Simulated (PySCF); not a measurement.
PySCF input (M06-2X/def2-TZVPD):

```python
from pyscf import gto, scf, dft

mol = gto.M(
    atom='''
    Si   -0.05852926   -0.03772682    0.36149141
    O    -0.86889418    1.27012296   -0.22703814
    O    -0.57424114   -1.37217834   -0.45509282
    O     1.54566264    0.16814249    0.04889653
    H    -0.63338032    2.13481091    0.12197429
    H    -1.50996440   -1.58949301   -0.40863854
    H     2.14253586   -0.54583927    0.29165997
    ''',
    basis='def2-tzvpd',
    charge=0,
    spin=1,
    verbose=4,
)

mf = dft.UKS(mol, xc='m062x').density_fit(auxbasis='def2-universal-jkfit')
mf.grids.level = 4
mf.conv_tol = 1e-9
mf.max_cycle = 100
mf.max_memory = 1500
mf.kernel()
if not mf.converged:
    mf = mf.newton()
    mf.kernel(mf.make_rdm1())
for _ in range(2):
    mo, _, stable, _ = mf.stability(return_status=True)
    if stable:
        break
    mf.kernel(mf.make_rdm1(mo, mf.mo_occ))
mf.analyze()
```

End of the output:

```
Extra cycle  E= -517.088821507483  delta_E= -4.37e-11  |g|= 1.37e-05  |ddm|= 3.96e-05
converged SCF energy = -517.088821507483  <S^2> = 0.75257164  2S+1 = 2.00257
uhf_internal: lowest eigs of H = [0.36931283 0.3784774  0.37849361]
<class 'pyscf.df.df_jk.DFUKS'> wavefunction is stable in the internal stability analysis
**** SCF Summaries ****
Total Energy =                        -517.088821507483431
Nuclear Repulsion Energy =             177.361836216389378
One-electron Energy =                -1067.339920872169841
Two-electron Energy =                  372.889263148296948
Two-electron Coulomb Energy =          420.756886927239748
DFT Exchange-Correlation Energy =      -47.867623778942814
HOMO-LUMO gap [eV] =                     4.482601353988876
**** MO energy ****
                             alpha | beta                alpha | beta
MO #1   energy= -67.0640779802108  | -67.0593322480567  occ= 1 | 1
MO #2   energy= -19.6372450861888  | -19.6351920530585  occ= 1 | 1
MO #3   energy= -19.6372355864687  | -19.6351829132022  occ= 1 | 1
MO #4   energy= -19.6372286043672  | -19.6351731238605  occ= 1 | 1
MO #5   energy= -5.594026004112    | -5.58972800612774  occ= 1 | 1
MO #6   energy= -3.90790455736871  | -3.90223266143185  occ= 1 | 1
MO #7   energy= -3.90400362016906  | -3.90223259753922  occ= 1 | 1
MO #8   energy= -3.90400352563476  | -3.89810803003996  occ= 1 | 1
MO #9   energy= -1.15684019316953  | -1.14908397765229  occ= 1 | 1
MO #10  energy= -1.12735818900316  | -1.12017550122309  occ= 1 | 1
MO #11  energy= -1.12735425913833  | -1.12017117517397  occ= 1 | 1
MO #12  energy= -0.670615155652847 | -0.661702046377641 occ= 1 | 1
MO #13  energy= -0.604614927135267 | -0.599795536864821 occ= 1 | 1
MO #14  energy= -0.604611395122899 | -0.599791730902343 occ= 1 | 1
MO #15  energy= -0.505067273254041 | -0.479096242812003 occ= 1 | 1
MO #16  energy= -0.469464929920521 | -0.459153904714342 occ= 1 | 1
MO #17  energy= -0.469461878105339 | -0.45915041029346  occ= 1 | 1
MO #18  energy= -0.439021981467408 | -0.4351563495134   occ= 1 | 1
MO #19  energy= -0.428071222717949 | -0.419322764241426 occ= 1 | 1
MO #20  energy= -0.428067085999758 | -0.419318848195218 occ= 1 | 1
MO #21  energy= -0.256002586773441 | -0.0912700240625881 occ= 1 | 0
MO #22  energy= 0.00652319363238609 | 0.0113320246620662 occ= 0 | 0
MO #23  energy= 0.0224284684405533 | 0.0190195168712064 occ= 0 | 0
MO #24  energy= 0.0224292952492597 | 0.0190201907835712 occ= 0 | 0
MO #25  energy= 0.060138385660484  | 0.0598460469798545 occ= 0 | 0
MO #26  energy= 0.0684644725296726 | 0.0646466223924063 occ= 0 | 0
MO #27  energy= 0.0684647139007742 | 0.0646471607479698 occ= 0 | 0
MO #28  energy= 0.0840121635789535 | 0.0815412679898059 occ= 0 | 0
MO #29  energy= 0.0840125295892904 | 0.0815415295484255 occ= 0 | 0
MO #30  energy= 0.085968814353705  | 0.0872045846786453 occ= 0 | 0
MO #31  energy= 0.113916787546501  | 0.113930309459925  occ= 0 | 0
MO #32  energy= 0.120152297221217  | 0.122155609334992  occ= 0 | 0
MO #33  energy= 0.120153101648808  | 0.122156018013013  occ= 0 | 0
MO #34  energy= 0.13492823460508   | 0.125437706112707  occ= 0 | 0
MO #35  energy= 0.160562443057616  | 0.148771638367722  occ= 0 | 0
MO #36  energy= 0.160562876779472  | 0.148771760460409  occ= 0 | 0
MO #37  energy= 0.170581091908295  | 0.16791707819669   occ= 0 | 0
MO #38  energy= 0.201447119713478  | 0.181516585468964  occ= 0 | 0
MO #39  energy= 0.201448220247366  | 0.183164352734733  occ= 0 | 0
MO #40  energy= 0.214020111362966  | 0.183165208347995  occ= 0 | 0
MO #41  energy= 0.214021092816653  | 0.227439455430914  occ= 0 | 0
MO #42  energy= 0.228120223428103  | 0.227440395944506  occ= 0 | 0
MO #43  energy= 0.252960104439409  | 0.25204940486915   occ= 0 | 0
MO #44  energy= 0.271810001295342  | 0.268699309670275  occ= 0 | 0
MO #45  energy= 0.271811024810527  | 0.268700078399815  occ= 0 | 0
MO #46  energy= 0.281633167493146  | 0.280661767345598  occ= 0 | 0
MO #47  energy= 0.295466095409342  | 0.28962144300118   occ= 0 | 0
MO #48  energy= 0.295466655980504  | 0.289621563510458  occ= 0 | 0
MO #49  energy= 0.30856312751878   | 0.301359029822531  occ= 0 | 0
MO #50  energy= 0.308563845240782  | 0.301359917709761  occ= 0 | 0
MO #51  energy= 0.319609582100794  | 0.310408152166342  occ= 0 | 0
MO #52  energy= 0.327546408826159  | 0.31840041499555   occ= 0 | 0
MO #53  energy= 0.332335595287607  | 0.330902232824154  occ= 0 | 0
MO #54  energy= 0.338670454526957  | 0.33176744656862   occ= 0 | 0
MO #55  energy= 0.338671556329006  | 0.331768215948493  occ= 0 | 0
MO #56  energy= 0.398590838549299  | 0.394721860527427  occ= 0 | 0
MO #57  energy= 0.398591879534048  | 0.394722554833945  occ= 0 | 0
MO #58  energy= 0.418705061039848  | 0.412200789355047  occ= 0 | 0
MO #59  energy= 0.418707721026255  | 0.416625818370959  occ= 0 | 0
MO #60  energy= 0.422525142208298  | 0.416629350674809  occ= 0 | 0
MO #61  energy= 0.458284657226413  | 0.451927381654655  occ= 0 | 0
MO #62  energy= 0.483344465599278  | 0.483389019524666  occ= 0 | 0
MO #63  energy= 0.483346472800976  | 0.483390320902855  occ= 0 | 0
MO #64  energy= 0.529411777607632  | 0.512227088663276  occ= 0 | 0
MO #65  energy= 0.563461610679471  | 0.553212153609954  occ= 0 | 0
MO #66  energy= 0.563461834546619  | 0.553213286700472  occ= 0 | 0
MO #67  energy= 0.563548877795134  | 0.556385624504176  occ= 0 | 0
MO #68  energy= 0.597412484539572  | 0.591505847258044  occ= 0 | 0
MO #69  energy= 0.597414184754073  | 0.59151000657987   occ= 0 | 0
MO #70  energy= 0.609534611271084  | 0.598326539987136  occ= 0 | 0
MO #71  energy= 0.643162716952135  | 0.635820536607981  occ= 0 | 0
MO #72  energy= 0.643163753648027  | 0.635820907958067  occ= 0 | 0
MO #73  energy= 0.659768777192528  | 0.645039474870819  occ= 0 | 0
MO #74  energy= 0.678996491534372  | 0.666913360692984  occ= 0 | 0
MO #75  energy= 0.678996692866647  | 0.666914335047311  occ= 0 | 0
MO #76  energy= 0.702817581461989  | 0.691529243077918  occ= 0 | 0
MO #77  energy= 0.716247622724755  | 0.700816332151419  occ= 0 | 0
MO #78  energy= 0.716249465445969  | 0.70081793113036   occ= 0 | 0
MO #79  energy= 0.766101302787755  | 0.759486034623552  occ= 0 | 0
MO #80  energy= 0.780377269591085  | 0.765551863048678  occ= 0 | 0
MO #81  energy= 0.780377954830135  | 0.765552675385506  occ= 0 | 0
MO #82  energy= 0.871402639284712  | 0.869599865891418  occ= 0 | 0
MO #83  energy= 0.871406971903471  | 0.86960419123392   occ= 0 | 0
MO #84  energy= 0.879448968025544  | 0.872127359685833  occ= 0 | 0
MO #85  energy= 0.935524891514     | 0.918250960034864  occ= 0 | 0
MO #86  energy= 0.935525591339573  | 0.929609058333149  occ= 0 | 0
MO #87  energy= 0.936220661442559  | 0.929610090197792  occ= 0 | 0
MO #88  energy= 0.956140845526765  | 0.952789679858692  occ= 0 | 0
MO #89  energy= 1.01288184465694   | 1.00997380324607   occ= 0 | 0
MO #90  energy= 1.01288693092135   | 1.00997827501202   occ= 0 | 0
MO #91  energy= 1.0774294840806    | 1.05923295967403   occ= 0 | 0
MO #92  energy= 1.13116071853674   | 1.11773909293657   occ= 0 | 0
MO #93  energy= 1.13116712297079   | 1.11774280204831   occ= 0 | 0
MO #94  energy= 1.16966237440814   | 1.13534602721176   occ= 0 | 0
MO #95  energy= 1.17869599302389   | 1.1565954092769    occ= 0 | 0
MO #96  energy= 1.17870586527095   | 1.15659867360062   occ= 0 | 0
MO #97  energy= 1.19401518618767   | 1.18818603202726   occ= 0 | 0
MO #98  energy= 1.21479400673226   | 1.20740181293158   occ= 0 | 0
MO #99  energy= 1.21479843686825   | 1.20740291827259   occ= 0 | 0
MO #100 energy= 1.34308581619414   | 1.34884118405      occ= 0 | 0
MO #101 energy= 1.36592275387268   | 1.35600556812522   occ= 0 | 0
MO #102 energy= 1.36593137536718   | 1.35600761734915   occ= 0 | 0
MO #103 energy= 1.49845085607261   | 1.4981500410923    occ= 0 | 0
MO #104 energy= 1.49845447264798   | 1.49815639854827   occ= 0 | 0
[...]
```

It need not be the lowest isomer of its formula.
